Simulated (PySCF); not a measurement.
## Substituent effects on chemical shifts

Parent skeleton `[CH3:1][N:2]1[CH2:3][CH2:4][CH:5]=[C:6]1[F:7]`; one hydrogen on atom 5 is replaced by X. Hydrogens on one atom are averaged.

PySCF 2.14.0 with density-fitted response routines calculation with GFN2-xTB geometry and GIAO PBE0/pcSseg-1 shieldings; a single conformation, rapidly exchanging positions averaged, no solvent, no relativistic terms.

Shifts are taken against calculated references (same method and geometry level): ¹³C (186.93 ppm) and ¹H (31.72 ppm) against TMS; ¹⁵N (267.73 ppm) against NH3; ¹⁹F (170.95 ppm) against CFCl3.

Known members:
```tsv
X	C1	N2	C3	C4	C5	C6	F7	H(C1)	H(C3)
OC2H5	39.1	69.0	50.3	30.7	119.0	151.2	-166.2	2.41	2.94
CHO	31.4	96.5	50.2	24.4	95.2	172.9	-127.5	2.89	3.43
ethynyl	35.2	87.6	52.0	31.0	70.5	175.1	-121.6	2.66	3.18
CHF2	33.8	83.9	51.6	23.8	83.6	168.1	-135.3	2.68	3.32
iPr	36.7	78.9	52.9	25.2	94.6	163.9	-143.0	2.53	3.08
```

Four more derivatives gave (δ, ppm):
```json
{"compound": "1", "C1": "39.2", "N2": "73.8", "C3": "51.7", "C4": "31.2", "C5": "104.1", "C6": "158.4", "F7": "-154.0", "H(C1)": "2.47", "H(C3)": "3.07"}
{"compound": "2", "C1": "37.3", "N2": "81.3", "C3": "52.4", "C4": "31.6", "C5": "85.0", "C6": "164.6", "F7": "-141.6", "H(C1)": "2.52", "H(C3)": "3.07"}
{"compound": "3", "C1": "38.9", "N2": "69.1", "C3": "50.3", "C4": "30.6", "C5": "119.9", "C6": "151.0", "F7": "-165.8", "H(C1)": "2.40", "H(C3)": "2.91"}
{"compound": "4", "C1": "36.5", "N2": "79.3", "C3": "52.4", "C4": "29.8", "C5": "89.7", "C6": "164.8", "F7": "-144.0", "H(C1)": "2.53", "H(C3)": "3.08"}
```

Q: Their substituents are CH2SiH3, N(SiH3)2, OCH3, nPr. Which is which?

A: 1: X = N(SiH3)2 (CN1CCC(N([SiH3])[SiH3])=C1F); 2: X = CH2SiH3 (CN1CCC(C[SiH3])=C1F); 3: X = OCH3 (COC1=C(F)N(C)CC1); 4: X = nPr (CCCC1=C(F)N(C)CC1).

Unscaled 19F shifts against computed CFCl3 carry errors that often reach 10 to 50 ppm. Experimental scales use liquid or dissolved standards, which lie at an offset from isolated NH3 (liquid NH3: subtract about 20 ppm).
